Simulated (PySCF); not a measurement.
**Löwdin shares of the frontier orbitals**

Species: C₃H₆F₃O₂P.
Structure used (GFN2-xTB), in Å, numbered top down from 1:
```xyz
15
C3H6F3O2P angstrom
C     -2.1198   -0.5619   -0.2330
P     -0.5551    0.3222   -0.5260
O     -0.1200    0.4936   -1.9098
O     -0.7903    1.7077    0.2441
C      0.6590   -0.5827    0.5600
C      2.0195   -0.0320    0.2416
F      2.5248   -0.5171   -0.8896
F      1.9918    1.3069    0.1191
F      2.9246   -0.2948    1.2037
H     -2.3881   -0.5308    0.8175
H     -2.0204   -1.5898   -0.5689
H     -2.8876   -0.0693   -0.8234
H     -0.3278    2.4147   -0.2131
H      0.6487   -1.6495    0.3442
H      0.4364   -0.4093    1.6116
```

Theory: TDDFT wB97X-D/def2-SVPD, vertical, gas phase, core orbitals frozen in the response (PySCF).

Frontier orbitals with the atoms that hold most of them (Löwdin shares over 4%, at most four atoms; ? is withheld):

| orbital | ε (eV) | atoms |
| --- | --- | --- |
| LUMO+2 | 2.82 | C1 12%, C5 10%, F9 10%, H12 10% |
| LUMO+1 | 2.53 | O4 28%, H13 14%, C1 8%, O3 8% |
| LUMO | 1.83 | C1 16%, O4 14%, C5 11%, P2 8% |
| HOMO | -10.31 | ? |
| HOMO-1 | -10.73 | ? |
| HOMO-2 | -11.92 | O4 49%, O3 15%, C5 10%, P2 9% |
| HOMO-3 | -12.68 | O3 58%, P2 13%, O4 11%, C1 7% |

(1) Give the leading atoms of the HOMO.

(2) Give the leading atoms of the HOMO-1.

(3) The HOMO–LUMO gap is 12.13 eV. Where does the response calculation put the lowest singlet, and from which orbitals?

(4) One configuration dominates each of S1 and S3. Which, and how do the shares of the two leading atoms of either orbital change from the occupied to the empty one?

Answers

(1) O3 (bonded to P) 56%; P2 (bonded to 2 C and 2 O) 14%; C5 (bonded to C, P and 2 H) 11%; C1 (bonded to P and 3 H) 10%. By element: oxygen 56% or more, carbon 21% or more, phosphorus 14%.

(2) O3 (bonded to P) 70%; O4 (bonded to P and H) 13%; P2 (bonded to 2 C and 2 O) 11%. By element: oxygen 83%, phosphorus 11%.

(3) S1 is at 8.04 eV (f = 0.046), 4.09 eV below the gap, made of HOMO→LUMO (81%), HOMO→LUMO+5 (9%). Without the coupling terms of the response equations the lowest excitation would equal the gap.

(4) 
- S1 (8.04 eV, f 0.046), HOMO→LUMO (81%): O3 56% → at most 8%, P2 14% → 8%, C1 10% → 16%, O4 at most 9% → 14%
- S3 (8.43 eV, f 0.056), HOMO-1→LUMO (75%): O3 70% → at most 8%, O4 13% → 14%, C1 at most 4% → 16%

The run took about 2.6 min of CPU time (one thread, shared machine).

One conformer stands for the species.
